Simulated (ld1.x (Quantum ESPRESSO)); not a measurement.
# Pseudopotential generation for Pb (Z = 82): TM, BLYP, scalar-relativistic.

ld1.x (Quantum ESPRESSO) 7.5 input, shortened:

```
&input
   title='Pb', zed=82., rel=1, dft='BLYP', iswitch=3,
   config='[Xe] 4f14 5d10 6s2 6p2 6d-2'
 /
 &inputp
   pseudotype=2, tm=.true., lloc=-1, rcloc=1.25,
   nlcc=.true., rcore=1.50
 /
3
6S  1  0   2.00   0.00  1.65  1.65  0.0
6P  2  1   2.00   0.00  2.70  2.70  0.0
6D  3  2  -2.00  -0.05  2.55  2.55  0.0
 &test
   configts(1)='6s2 6p2'
 /
```

All-electron outer shells of the reference configuration (BLYP, scalar-relativistic, ld1.x):

```
shell  level (eV)  outermost node (bohr)  outermost maximum (bohr)
   5p      -85.62                   0.49                      0.88
   5d      -20.95                   0.52                      1.07
   6s      -11.95                   1.01                      1.95
   6p       -3.42                   1.18                      2.67
```

What the tests gave:

```json
{
  "Cutoffs needed": "30 Ry and 90 Ry (the cutoffs (Ry, on a coarse ladder) from which the occupation-weighted sum of valence levels, in a spherical-Bessel basis at the reference potential, stays within 10 and 1 mRy of its value at 400 Ry)",
  "Ghost test": "ghost states, extra bound levels that the all-electron valence spectrum of the same l lacks: s at -216.9 eV, p at -113.5 eV, d at -11.8 eV; a true bound ghost makes a file unfit for plane-wave use (spherical-Bessel basis up to 400 Ry, 20 bohr box)",
  "Largest excitation error": "-546 meV (all-electron minus pseudo) for 6s1 6p0, out of 7 test configurations"
}
```

Generation and tests took about 1.3 s on one core of a shared server CPU.
